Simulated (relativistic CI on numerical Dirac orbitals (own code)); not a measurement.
**Energy levels of Ho²⁴⁺**

Calculated at this level of theory: Dirac-Coulomb-Breit CI, KLI orbitals optimised for each configuration, model QED (radiative potential, 1s self-energy scaled to tabulated hydrogen-like ionisation energies), unscaled Slater integrals (own radial code, finite nucleus).

Configurations in the expansion (outside the closed core [Ar] 3d10): 4s2 4p6 4d7, 4s2 4p5 4d8, 4s2 4p6 4d6 4f, 4s 4p6 4d8, 4s2 4p5 4d7 4f, 4s 4p6 4d7 4f, 4s2 4p6 4d6 5s, 4s2 4p6 4d6 5p, 4s2 4p6 4d5 4f 5s, 4s2 4p6 4d6 5d, 4s2 4p5 4d7 5s, 4s2 4p6 4d5 5s 5p, 4s2 4p6 4d6 5f, 4s2 4p6 4d6 6s, 4s2 4p6 4d6 6p, 4p6 4d8 4f, 4s 4p6 4d7 5s, 4s2 4p6 4d6 7s, 4p6 4d9, 4p5 4d10, 4p5 4d9 4f, 4s2 4p6 4d5 5s2, 4s2 4p6 4d4 4f 5s2, 4s2 4p5 4d5 4f 5s2, 4s 4p6 4d5 4f 5s2, 4p6 4d8 5s, 4p5 4d9 5s, 4p5 4d8 4f 5s, 4p6 4d7 5s2, 4p5 4d8 5s2, 4p6 4d6 4f 5s2, 4p5 4d7 4f 5s2. Double excitations out of closed p, d and f shells are left out; levels of such configurations are missing from the list, as are those of other unlisted configurations, and high levels can miss mixing partners.

The lowest level is 4s2 4p6 4d7 4F_9/2, with 70 % of that term; Hund's rules for 4s2 4p6 4d7 give 4F with J = 9/2, in agreement.

| No. | Configuration | Term | J | E (eV) | % | jj configuration (%) |
| --- | --- | --- | --- | --- | --- | --- |
| 1 | 4s2 4p6 4d7 | 4F | 9/2 | 0.000 | 70 | 4d5/2^3 (93) |
| 2 | 4s2 4p6 4d7 | 2P | 3/2 | 4.379 | 48 | 4d5/2^3 (96) |
| 3 | 4s2 4p6 4d7 | 2D | 5/2 | 6.136 | 41 | 4d5/2^3 (84) |
| 4 | 4s2 4p6 4d7 | 4F | 7/2 | 8.275 | 90 | 4d3/2^3 4d5/2^4 (96) |
| 5 | 4s2 4p6 4d7 | 2G | 9/2 | 11.223 | 40 | 4d3/2^3 4d5/2^4 (92) |
| 6 | 4s2 4p6 4d7 | 4F | 3/2 | 11.551 | 44 | 4d3/2^3 4d5/2^4 (94) |
| 7 | 4s2 4p6 4d7 | 4P | 5/2 | 11.978 | 62 | 4d3/2^3 4d5/2^4 (88) |
| 8 | 4s2 4p6 4d7 | 4P | 1/2 | 13.088 | 55 | 4d3/2^3 4d5/2^4 (98) |
| 9 | 4s2 4p6 4d7 | 2H | 11/2 | 13.776 | 99 | 4d3/2^3 4d5/2^4 (99) |
| 10 | 4s2 4p6 4d7 | 2G | 7/2 | 15.388 | 64 | 4d3/2^3 4d5/2^4 (87) |
| 11 | 4s2 4p6 4d7 | 2F | 5/2 | 18.040 | 76 | 4d3/2^3 4d5/2^4 (89) |
| 12 | 4s2 4p6 4d7 | 2D | 5/2 | 20.149 | 50 | 4d3/2^2 4d5/2^5 (88) |
| 13 | 4s2 4p6 4d7 | 4P | 3/2 | 20.338 | 37 | 4d3/2^2 4d5/2^5 (84) |
| 14 | 4s2 4p6 4d7 | 2H | 9/2 | 22.514 | 62 | 4d3/2^2 4d5/2^5 (97) |
| 15 | 4s2 4p6 4d7 | 2P | 1/2 | 22.662 | 55 | 4d3/2^2 4d5/2^5 (98) |
| 16 | 4s2 4p6 4d7 | 2D | 3/2 | 23.884 | 71 | 4d3/2^3 4d5/2^4 (78) |
| 17 | 4s2 4p6 4d7 | 2F | 7/2 | 24.433 | 67 | 4d3/2^2 4d5/2^5 (84) |
| 18 | 4s2 4p6 4d7 | 2D | 5/2 | 32.877 | 80 | 4d3/2^2 4d5/2^5 (92) |
| 19 | 4s2 4p6 4d7 | 2D | 3/2 | 33.969 | 69 | 4d3/2 4d5/2^6 (85) |
| 20 | 4p5 4d8(3F) | 4G° | 11/2 | 143.946 | 92 | 4p3/2^3 4d5/2^4 (89) |
| 21 | 4p5 4d8(3F) | 4F° | 9/2 | 146.054 | 53 | 4p3/2^3 4d5/2^4 (76) |
| 22 | 4p5 4d8(3F) | 2D° | 5/2 | 146.059 | 54 | 4p3/2^3 4d5/2^4 (86) |
| 23 | 4p5 4d8(1D) | 2P° | 1/2 | 147.661 | 32 | 4p3/2^3 4d5/2^4 (73) |
| 24 | 4p5 4d8(1D) | 2F° | 7/2 | 147.827 | 54 | 4p3/2^3 4d5/2^4 (86) |
| 25 | 4p5 4d8(3F) | 4D° | 7/2 | 149.518 | 40 | 4p3/2^3 4d5/2^4 (52) |
| 26 | 4p5 4d8(1D) | 2P° | 3/2 | 151.682 | 24 | 4p3/2^3 4d5/2^4 (52) |
| 27 | 4p5 4d8(3F) | 4G° | 9/2 | 154.548 | 53 | 4p3/2^3 4d3/2^3 4d5/2^5 (86) |
| 28 | 4p5 4d8(3F) | 4F° | 7/2 | 154.796 | 32 | 4p3/2^3 4d3/2^3 4d5/2^5 (80) |
| 29 | 4p5 4d8(3F) | 2D° | 5/2 | 155.306 | 28 | 4p3/2^3 4d5/2^4 (49) |
| 30 | 4p5 4d8(3F) | 2D° | 3/2 | 155.527 | 40 | 4p3/2^3 4d3/2^3 4d5/2^5 (53) |
| 31 | 4p5 4d8(3F) | 4D° | 5/2 | 155.752 | 33 | 4p3/2^3 4d3/2^3 4d5/2^5 (62) |
| 32 | 4p5 4d8(3P) | 2S° | 1/2 | 155.966 | 26 | 4p3/2^3 4d3/2^3 4d5/2^5 (76) |
| 33 | 4p5 4d8(3P) | 4S° | 3/2 | 157.722 | 18 | 4p3/2^3 4d3/2^3 4d5/2^5 (52) |
| 34 | 4p5 4d8(3P) | 4P° | 5/2 | 158.636 | 48 | 4p3/2^3 4d3/2^3 4d5/2^5 (80) |
| 35 | 4d6(5D) 4f | 6G° | 11/2 | 158.903 | 41 | 4d5/2^2 4f5/2 (54) |
| 36 | 4d6(5D) 4f | 6G° | 9/2 | 159.055 | 26 | 4d5/2^2 4f5/2 (79) |
| 37 | 4p5 4d8(1G) | 2G° | 7/2 | 159.287 | 49 | 4p3/2^3 4d3/2^3 4d5/2^5 (68) |
| 38 | 4p5 4d8(3P) | 4D° | 3/2 | 159.666 | 25 | 4p3/2^3 4d5/2^4 (39) |
| 39 | 4p5 4d8(3F) | 2F° | 5/2 | 160.078 | 23 | 4p3/2^3 4d3/2^3 4d5/2^5 (47) |
| 40 | 4d6(5D) 4f | 6G° | 13/2 | 160.135 | 61 | 4d5/2^2 4f7/2 (52) |
| 41 | 4d6(5D) 4f | 6F° | 7/2 | 160.895 | 22 | 4d5/2^2 4f5/2 (59) |
| 42 | 4p5 4d8(1G) | 2G° | 9/2 | 161.468 | 25 | 4p3/2^3 4d3/2^3 4d5/2^5 (47) |
| 43 | 4d6(5D) 4f | 6D° | 5/2 | 161.700 | 27 | 4d5/2^2 4f5/2 (54) |
| 44 | 4d6(5D) 4f | 6D° | 3/2 | 161.930 | 28 | 4d5/2^2 4f5/2 (71) |
| 45 | 4p5 4d8(1D) | 2F° | 7/2 | 162.242 | 27 | 4p3/2^3 4d3/2^3 4d5/2^5 (43) |

Energies count from the lowest computed level; ° marks odd parity. Percentages are summed over parent terms; the parents shown are those of the largest component, closed shells are left out there. Filled j subshells are mostly left out of the jj labels.

The mean weight of the leading LS term, summed over parents, in these 45 levels is 48 %, and that of the leading jj configuration (from the same eigenvectors) 75 %, so jj coupling describes them better and the LS labels are nominal.

At this charge energies of transitions that change n are usually good to better than 1 %, and those within a shell (Δn = 0) to a few per cent. Terms inside the open d or f shell come out 10 to 20 % too wide with unscaled integrals.

LS names give the leading component of a level, which can be under half, so a name can repeat, a term be missing and a line seem to break the LS rules.
